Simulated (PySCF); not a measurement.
# Calculated properties of `C(=C)(C=C)CNC`

Compound: C6H11N.
Numbering: `[CH2:1]=[CH:2][C:3](=[CH2:4])[CH2:5][NH:6][CH3:7]` (hydrogens: H8, H9 on C1; H10 on C2; H11, H12 on C4; H13, H14 on C5; H15 on N6; H16, H17, H18 on C7)

Among its groups: C=C double bond and amine.

GFN2-xTB geometry:

- Point group of the GFN2-xTB geometry: C1
- Rotational constants A, B, C of the GFN2-xTB geometry: 3.767, 1.848, 1.336 GHz

From wB97X-D/def2-SVPD ground state and vertical TDDFT (core frozen in the response) (PySCF):

* Dipole moment: 0.84 D
* HOMO energy: -8.28 eV
* LUMO energy: 0.84 eV
* HOMO–LUMO gap: 9.12 eV
* Lowest singlet excitation: 5.14 eV (241 nm, f = 0.016)
* Strongest line among the 8 lowest singlet transitions: S2 at 5.92 eV (209 nm, f = 0.561)
* Lowest triplet excitation (Tamm–Dancoff): 3.34 eV
* Static isotropic polarisability: 85.3 au
* Electronic spatial extent ⟨r²⟩ about the centre of nuclear charge: 946 bohr²

Monoisotopic mass from the formula: 97.0891 u.

The largest Löwdin shares of the HOMO are 0.50 on N6, 0.09 on C7, 0.07 on C5 and 0.06 on C1. The principal polarisabilities are 63.2, 84.8 and 108.0 au; their mean is the isotropic value. With B = h/(8π²I), that is 505.379 GHz u Å² over I, the principal moments of inertia are 134.2, 273.5 and 378.4 u Å² (most abundant isotopes); the inertial defect Ic − Ia − Ib is -29.3 u Å² (zero for a rigid planar frame, negative otherwise). The vertical singlet–triplet gap S1 − T1 is 1.80 eV (TDDFT singlet less Tamm–Dancoff triplet; S1: HOMO→LUMO, weight 0.94; T1: HOMO−1→LUMO, weight 0.69). The polarisability is 12.64 Å³ as a volume (1 au = 0.148185 Å³), or 1.58 au for each of the 54 electrons. The dipole matches unit charges of opposite sign 0.18 Å apart (1 e·Å = 4.8032 D). S1 lies 3.98 eV below the HOMO–LUMO gap; its leading configuration is HOMO→LUMO, weight 0.94. The rotational constants make it an asymmetric top with κ = (2B − A − C)/(A − C) = -0.58, nearer the prolate limit (−1).

The structure is a single GFN2-xTB conformer in the gas phase; no vibrational or solvent corrections.

Conformer computed: `[CH2:1]=[CH:2][C:3](=[CH2:4])[CH2:5][NH:6][CH3:7]`: C1–C2–C3–C4 178°, C2–C3–C5–N6 -77°, C3–C5–N6–C7 174°.
